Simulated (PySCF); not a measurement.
Te(OMe)2 (C2H6O2Te), SMILES CO[Te]OC. Atoms are numbered in the order given.

```xyz
11

Te     0.0000     0.0000     0.6788
O     -1.3389     0.6600    -0.6321
C     -2.0908    -0.3041    -1.3308
H     -2.6887    -0.9461    -0.6586
H     -2.7802     0.2436    -1.9934
H     -1.4537    -0.9551    -1.9546
O      1.3389    -0.6600    -0.6321
C      2.0908     0.3041    -1.3308
H      2.6887     0.9461    -0.6586
H      2.7802    -0.2436    -1.9934
H      1.4537     0.9551    -1.9546
```
Charge 0, spin multiplicity 1.

Coordinates come from a PBE0-D3(BJ)/def2-SVP optimisation. The def2 effective core potentials stand for the cores of Te; spin–orbit coupling is left out. The values are those of a single conformer.

Method: HF/def2-TZVP in PySCF.

Atomic charges (e):

| atom | Löwdin | Mulliken |
|---|---|---|
| Te1 | 0.71 | 0.64 |
| O2 | -0.25 | -0.57 |
| C3 | -0.39 | -0.07 |
| H4 | 0.09 | 0.10 |
| H5 | 0.10 | 0.11 |
| H6 | 0.09 | 0.11 |
| O7 | -0.25 | -0.57 |
| C8 | -0.39 | -0.07 |
| H9 | 0.09 | 0.10 |
| H10 | 0.10 | 0.11 |
| H11 | 0.09 | 0.11 |

Task: Give the Mayer and Wiberg (Löwdin basis) orders of the bonds. (Estimate from the structure and the level; the computed values follow.)

Result: 
| bond | Mayer | Wiberg |
|---|---|---|
| Te1–O2 | 0.87 | 1.23 |
| O2–C3 | 0.88 | 1.61 |
| C3–H4 | 0.99 | 0.95 |
| C3–H5 | 0.98 | 0.94 |
| C3–H6 | 0.99 | 0.95 |
| Te1–O7 | 0.87 | 1.23 |
| O7–C8 | 0.88 | 1.61 |
| C8–H9 | 0.99 | 0.95 |
| C8–H10 | 0.98 | 0.94 |
| C8–H11 | 0.99 | 0.95 |
